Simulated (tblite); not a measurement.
C₅H₁₂B₂N (doublet state).
Bonds: B1–N2, N2–B3, B3–C4, C4–C5, C5–C6 (double), N2–C7, C7–C8. Hydrogens: H9 on B1; H10 on B3; H11, H12 on C4; H13 on C5; H14, H15 on C6; H16, H17 on C7; H18, H19, H20 on C8.
Bond orders are those of one Lewis drawing.

Computed with GFN2-xTB (tblite), gas phase: L-BFGS steps from a force-field or distance-geometry start until the largest atomic force falls under 0.01 eV/Å.

The end geometry, which sets the zero of energy:
```
atom  x, y, z in Å
B1     -1.3516   -1.3786   -1.3807
N2     -1.0490   -0.1858   -0.7107
B3      0.1958    0.0877   -0.0816
C4      1.4912   -0.8082   -0.3122
C5      2.7645   -0.0639   -0.0721
C6      3.6057   -0.2918    0.9201
C7     -2.1528    0.7550   -0.4625
C8     -2.9792    0.3367    0.7499
H9     -0.5734   -2.1582   -1.7586
H10     0.2564    1.0088    0.6477
H11     1.5096   -1.2160   -1.3259
H12     1.4502   -1.6637    0.3689
H13     2.9731    0.7281   -0.7812
H14     4.5049    0.2862    1.0527
H15     3.4301   -1.0705    1.6450
H16    -1.7434    1.7545   -0.2981
H17    -2.7956    0.7863   -1.3473
H18    -2.3526    0.3073    1.6385
H19    -3.7902    1.0414    0.9156
H20    -3.3988   -0.6542    0.5894
```

Question: These geometries come from the run, each turned onto the end geometry. Order them by energy, lowest first.
A.
```
atom  x, y, z in Å
B1     -1.3990   -1.3317   -1.2199
N2     -0.9951   -0.1578   -0.5785
B3      0.3712    0.2403   -0.5051
C4      1.5637   -0.8167   -0.5789
C5      2.8883   -0.2515   -0.1678
C6      3.2672   -0.0732    1.0865
C7     -2.0308    0.8058   -0.1693
C8     -3.0093    0.1473    0.7998
H9     -0.7574   -2.2757   -1.4396
H10     0.6162    1.3828   -0.3603
H11     1.6531   -1.2157   -1.5918
H12     1.3096   -1.6625    0.0656
H13     3.5403    0.0502   -0.9781
H14     4.2301    0.3361    1.3443
H15     2.6310   -0.3389    1.9168
H16    -1.5627    1.6675    0.3136
H17    -2.5755    1.1639   -1.0509
H18    -2.4796   -0.2320    1.6695
H19    -3.7679    0.8511    1.1346
H20    -3.4986   -0.6879    0.3063
```
B.
```
atom  x, y, z in Å
B1     -1.2543   -1.4383   -0.6857
N2     -0.8376   -0.1989   -0.1624
B3      0.4686    0.3052    0.0158
C4      1.6027   -0.4700   -0.8090
C5      3.0114   -0.5546   -0.2901
C6      3.3891   -0.0818    0.8862
C7     -1.9448    0.7543   -0.0552
C8     -3.2158    0.0784    0.4445
H9     -1.1579   -2.4550   -0.1267
H10     0.6256    1.3375    0.5671
H11     1.6347    0.0635   -1.7792
H12     1.2510   -1.4831   -1.0582
H13     3.7158   -0.9956   -0.9936
H14     4.3981   -0.1239    1.2605
H15     2.6590    0.3767    1.5300
H16    -1.6442    1.5685    0.6137
H17    -2.1309    1.1976   -1.0488
H18    -3.1089   -0.2567    1.4678
H19    -4.0422    0.7725    0.3853
H20    -3.4246   -0.7952   -0.1652
```
C.
```
atom  x, y, z in Å
B1     -1.3561   -1.2342   -1.5338
N2     -1.0384   -0.1155   -0.7444
B3      0.2380    0.1667   -0.1829
C4      1.4717   -0.8287   -0.2900
C5      2.8179   -0.1958   -0.1497
C6      3.5186   -0.1827    0.9695
C7     -2.1493    0.7819   -0.3861
C8     -2.9525    0.2170    0.7833
H9     -0.5764   -1.9893   -1.9672
H10     0.3629    1.1489    0.4555
H11     1.4638   -1.4234   -1.2024
H12     1.3397   -1.5228    0.5462
H13     3.2256    0.2525   -1.0492
H14     4.4928    0.2737    1.0272
H15     3.1470   -0.6392    1.8778
H16    -1.7504    1.7623   -0.1142
H17    -2.8118    0.8992   -1.2489
H18    -2.3041    0.0623    1.6447
H19    -3.7477    0.9055    1.0590
H20    -3.3964   -0.7372    0.5024
```
D.
```
atom  x, y, z in Å
B1     -1.2930   -1.6129   -0.4362
N2     -0.9253   -0.2701   -0.2759
B3      0.4230    0.1887   -0.2744
C4      1.6316   -0.6308   -0.8938
C5      2.9760   -0.4396   -0.2596
C6      3.1972    0.0070    0.9620
C7     -1.9581    0.7451   -0.0036
C8     -3.2438    0.2037    0.6078
H9     -0.5796   -2.4754   -0.7517
H10     0.6254    1.2753    0.1303
H11     1.7158   -0.3182   -1.9429
H12     1.4467   -1.7072   -0.9371
H13     3.8195   -0.7353   -0.8734
H14     4.1936    0.0772    1.3651
H15     2.3924    0.3295    1.6002
H16    -1.5371    1.5060    0.6581
H17    -2.2034    1.2330   -0.9543
H18    -3.0507   -0.2591    1.5719
H19    -3.9426    1.0256    0.7483
H20    -3.6927   -0.5415   -0.0440
```
E.
```
atom  x, y, z in Å
B1     -1.3207   -1.1940   -1.6312
N2     -1.0319   -0.1250   -0.7709
B3      0.1887    0.0760   -0.0726
C4      1.4399   -0.8978   -0.2075
C5      2.7498   -0.1832   -0.1209
C6      3.5479   -0.1849    0.9306
C7     -2.1431    0.7816   -0.4385
C8     -2.9090    0.2760    0.7798
H9     -0.5358   -1.9181   -2.0965
H10     0.2583    0.9868    0.6698
H11     1.4106   -1.4690   -1.1364
H12     1.3827   -1.6209    0.6133
H13     3.0267    0.3798   -1.0045
H14     4.4798    0.3553    0.9447
H15     3.3015   -0.7317    1.8266
H16    -1.7475    1.7793   -0.2326
H17    -2.8217    0.8452   -1.2935
H18    -2.2515    0.2508    1.6450
H19    -3.7533    0.9254    0.9964
H20    -3.2764   -0.7305    0.5957
```

Answer: E (0.011 eV), C (0.028 eV), A (0.072 eV), D (0.149 eV), B (0.419 eV).

In the order of the answer:

```tsv
step	E above end (eV)	largest force (eV/Å)	rms force component (eV/Å)	rms distance from end (Å)	rms bond change (Å)	bond most changed (Å)
174	0.011	0.04	0.012	0.217	0.001	C4–H11 -0.002
159	0.028	0.14	0.038	0.251	0.002	B1–N2 +0.004
141	0.072	0.11	0.035	0.538	0.002	B1–N2 -0.004
56	0.149	0.09	0.024	0.901	0.002	B3–C4 -0.006
11	0.419	0.45	0.131	0.988	0.007	C4–H11 +0.015
```

The cost below is that of the whole relaxation. The run took 1.4 s on an Arm Neoverse V2 with one thread, shared host with 48 logical CPUs at a one-minute load of 14.
